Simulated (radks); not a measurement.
Results of a calculation; reference values are marked as such.
Initial-state core-level shifts of neutral cerium when its valence configuration changes from [Xe] 4f1 5d1 6s2. Code: a radial shooting solver on a logarithmic mesh with Libxc functionals. Model: scalar-relativistic Kohn-Sham, SCAN, spin-polarised, spherical densities, finite nucleus; open shells are filled with parallel spins first (spin-orbit coupling, left out, can overturn this in heavy ions); meta-GGA in the generalised Kohn-Sham scheme; Fermi nuclear charge, rms radius 4.8771 fm. Shifts are changes of the shell-averaged eigenvalues in eV (positive: less bound); the change of the density at the nucleus, which sets a Mossbauer isomer shift, is in e/bohr^3, on a base of 3.976e+05.

valence                   1s       3p      5s      5p  density at nucleus
4f1 5d1 6s1 6p1       -0.830   -0.835  -0.820  -0.811              -14.73
5d1 6s2 6p1          -10.673  -12.758  -6.597  -5.655              +37.45
4f1 6s2 6p1           -3.096   -3.145  -3.106  -2.892               +7.25
4f1 5d1 6p2           -1.927   -1.923  -1.980  -1.931              -34.28
4f0.5 5d1 6s2 6p0.5   -5.160   -6.145  -3.279  -2.819              +18.03
4f1 5d2 6s1           +1.982   +2.019  +2.064  +1.925              -17.24
5d2 6s2               -7.264   -9.264  -3.346  -2.611              +27.30
